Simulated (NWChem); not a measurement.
Molecule: SbI3; SMILES [I][Sb]([I])[I]

Program: NWChem. Medium grid unless said otherwise, to which SCAN and Minnesota functionals are sensitive. Structure relaxed at the PBE0/def2-SVP level. Not confirmed as a minimum by frequencies. def2 effective core potentials on Sb, I; no spin-orbit coupling. Level r2SCAN/def2-SVPD: single points from the atomic guess with DIIS by default; each run changes one setting, and all converged runs end within 0.3 mHa of each other. NWChem's automatic level shift, which a small gap switches on, acted in some of these runs.

**Question.** Which setting needs the most SCF iterations, or fails (core-Hamiltonian guess; DIIS on 20 Fock matrices; defaults; DIIS on 3 Fock matrices; occupation smearing of 0.005 Ha)?

**Answer.** core-Hamiltonian guess, with 19 against 8 for the defaults.
| setting | SCF iterations |
|---|---|
| defaults | 8 |
| core-Hamiltonian guess | 19 |
| DIIS on 20 Fock matrices | 8 |
| occupation smearing of 0.005 Ha | 8 |
| DIIS on 3 Fock matrices | 9 |
